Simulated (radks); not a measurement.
Q: These are the eigenvalues of the occupied orbitals of an atom or ion with whole-number occupations (hartree). Method: scalar-relativistic Kohn-Sham, B86b exchange with PBE correlation, spin-unpolarised, spherical densities, finite nucleus; Fermi nuclear charge, rms radius of each element as measured or else 0.836 A^(1/3) + 0.57 fm; computed with a radial shooting solver on a logarithmic mesh with Libxc functionals.

orbital  eigenvalue
1s        -1972.943
2s        -329.4615
2p        -292.4796
3s        -74.15691
3p        -62.80003
3d        -48.19206
4s        -15.53495
4p        -11.79961
4d         -6.70882
5p         -1.90940
4f         -1.17890
6p         -0.52724

Which element is it, and in what charge state? The configuration may be excited.

A: Z = 66, dysprosium, charge +2: Dy2+ in [Kr] 4d10 4f10 5p6 6p2. The list shows which subshells hold electrons but not how many an open one holds; the 1s level, -1972.9 hartree, gives Z - s = 62.8 by -(Z - s)^2/2, which with screening and relativity narrows Z to a few neighbours, and the depths of the outer levels then fix element, charge and occupations together.
